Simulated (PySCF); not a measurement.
CH₉NSi₂, SMILES C[Si@@H](N)[SiH3]. Coordinates come from a PBE0-D3(BJ)/def2-SVP optimisation. The structure was generated by enumeration; whether it is a known compound was not checked. Other conformers were not sampled.

**Question.** Give the equilibrium geometry at PBE0-D3(BJ)/def2-SVP (PySCF confirms it by a frequency run) as bond lengths and angles. (An estimate is asked for; the answer gives what the named calculation found.)

**Answer.** Several could match; the one computed here: 
Atoms: C1 Si2 N3 Si4 H5 H6 H7 H8 H9 H10 H11 H12 H13. Bonds (Å): C1–Si2 1.877, C1–H5 1.101, C1–H6 1.102, C1–H7 1.101, Si2–N3 1.743, Si2–Si4 2.360, Si2–H8 1.498, N3–H9 1.015, N3–H10 1.015, Si4–H11 1.499, Si4–H12 1.501, Si4–H13 1.499. Angles (°): Si2–C1–H5 110.3, Si2–C1–H6 111.0, Si2–C1–H7 110.9, H5–C1–H6 108.2, H5–C1–H7 108.7, H6–C1–H7 107.7, C1–Si2–N3 109.3, C1–Si2–Si4 109.1, C1–Si2–H8 110.8, N3–Si2–Si4 113.3, N3–Si2–H8 106.2, Si4–Si2–H8 108.1, Si2–N3–H9 118.2, Si2–N3–H10 117.8, H9–N3–H10 109.5, Si2–Si4–H11 111.1, Si2–Si4–H12 109.9, Si2–Si4–H13 113.0, H11–Si4–H12 107.2, H11–Si4–H13 107.8, H12–Si4–H13 107.5.
Charge 0, spin multiplicity 1.
